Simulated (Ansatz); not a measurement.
System: CH2NO (charge 0, doublet). It need not be the lowest isomer of its formula. SMILES: [NH]C=O
Coordinates optimised at B3LYP-D3(BJ)/def2-TZVP (Ansatz, a first-principles code):
```xyz
5

N     -1.0751     0.2382     0.4330
C      0.2324     0.2799    -0.0236
O      0.9015    -0.6695    -0.3339
H     -1.7188     0.6912    -0.2242
H      0.6374     1.3183     0.0057
```
Charge 0, spin multiplicity 2.

Quantity: atomisation energy (electronic, to ground-state atoms), in kJ/mol. Valence correlation only, unless marked. Open shells are spin-unrestricted. No spin-orbit coupling. No relativistic terms. FCI takes restricted orbitals. The coupled-cluster limit lacks core correlation, which all-electron functionals hold. CBS(X,Y): correlation extrapolated as X^-3; Hartree-Fock from the larger set. The bracket is a focal-point correction in the basis named.

```tsv
level	program	atomisation energy (kJ/mol)
BLYP/def2-TZVPD	Ansatz	(withheld)
PBE0/STO-3G	Ansatz	1859.7
CAM-B3LYP-D3(BJ)/def2-TZVPD	Ansatz + dftd3	1885.1
FCI/STO-3G	Ansatz	1478.8
RI-MP2/CBS(aug-cc-pVTZ,aug-cc-pVQZ)+[CCSD(T)-MP2]/aug-cc-pVTZ	Ansatz	1854.0
```

Task: What belongs in the gaps?

Result: 
- BLYP/def2-TZVPD, atomisation energy (kJ/mol): 1910.5
